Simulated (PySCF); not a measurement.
PySCF input for ClGeH₆NSi, SMILES Cl[SiH2][NH][GeH3], PBE/pcSseg-1. Geometry: B3LYP-D3(BJ)/def2-SVP. The geometry has at least one imaginary mode, so it is a saddle point at that level. This is a generated structure with no PubChem entry under its InChIKey; it may be hypothetical. The values are those of a single conformer.

```python
import numpy as np
from pyscf import gto, scf, dft
from pyscf.prop.nmr import rks as nmr

mol = gto.M(
    atom='''
    Si   -0.95952736   -1.49013225    0.00000000
    Cl    1.09284114   -1.86551304    0.00000000
    N    -1.12597691    0.22408110   -0.00000000
    Ge    0.19729822    1.53081376   -0.00000000
    H    -1.53685264   -2.14360820    1.20782005
    H    -1.53685264   -2.14360820   -1.20782005
    H    -2.07149005    0.60042902   -0.00000000
    H    -0.57696898    2.86487295   -0.00000000
    H     1.07277159    1.42143978   -1.26225087
    H     1.07277159    1.42143978    1.26225087
    ''',
    basis='pcSseg-1',
    charge=0,
    spin=0,
    max_memory=1600,
    verbose=3,
)
mf = dft.RKS(mol, xc='pbe')
mf.grids.level = 3
mf.conv_tol = 1e-10
mf.max_cycle = 100
mf.kernel()
n = nmr.NMR(mf)
n.verbose = 2
n.max_cycle_cphf = 60
sigma = n.kernel()
print('atom   isotropic/ppm   span/ppm')
for i, s in enumerate(sigma):
    w = np.linalg.eigvalsh((s + s.T) / 2)
    print(f'{mol.atom_symbol(i):2s}{i + 1:3d} {w.mean():14.3f} {w[2] - w[0]:11.3f}')
```

Output:

```
converged SCF energy = -2884.15285733009
atom   isotropic/ppm   span/ppm
Si  1        342.170      84.786
Cl  2        940.940     213.644
N   3        256.041     111.464
Ge  4       1422.377     308.194
H   5         25.296       9.881
H   6         25.296       9.881
H   7         31.970      24.204
H   8         26.487      16.877
H   9         26.064      16.925
H  10         26.064      16.925
```

The run converged.

Cost: about 30 core-seconds (a rough figure).
